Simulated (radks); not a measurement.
Valence configurations of Cr+ (all share [Ar]). Method: non-relativistic Kohn-Sham, r2SCAN, spin-polarised, spherical densities, point nucleus; open shells are filled with parallel spins first; meta-GGA in the generalised Kohn-Sham scheme; computed with a radial shooting solver on a logarithmic mesh with Libxc functionals. Energies are relative to 3d5; eigenvalues in eV for spin up.

\begin{tabular}{lrrrrr}
valence & E (eV) & moment (Bohr magnetons) & e(3d) & e(4p) & e(4s) \\ \hline
3d5 & 0.000 & 5 & -11.070 & - & - \\
3d4.5 4s0.5 & 0.848 & 5 & -13.196 & - & -11.014 \\
3d4 4s1 & 2.192 & 5 & -15.488 & - & -12.222 \\
3d4.5 4p0.5 & 3.022 & 5 & -13.796 & -6.949 & - \\
3d4 4p1 & 6.882 & 5 & -16.680 & -8.063 & - \\
3d3 4s2 & 9.400 & 3 & -20.702 & - & -13.439 \\
3d3.5 4p1.5 & 11.682 & 5 & -19.716 & -9.092 & - \\
3d3 4s1 4p1 & 12.273 & 5 & -21.743 & -9.525 & -14.836 \\
3d3 4p2 & 17.538 & 5 & -22.882 & -10.053 & - \\
\end{tabular}

NIST lists [Ar] 3d5 as the ground configuration; this level of theory agrees among the configurations tried. The energies are those of spherical high-spin densities, not of single terms.
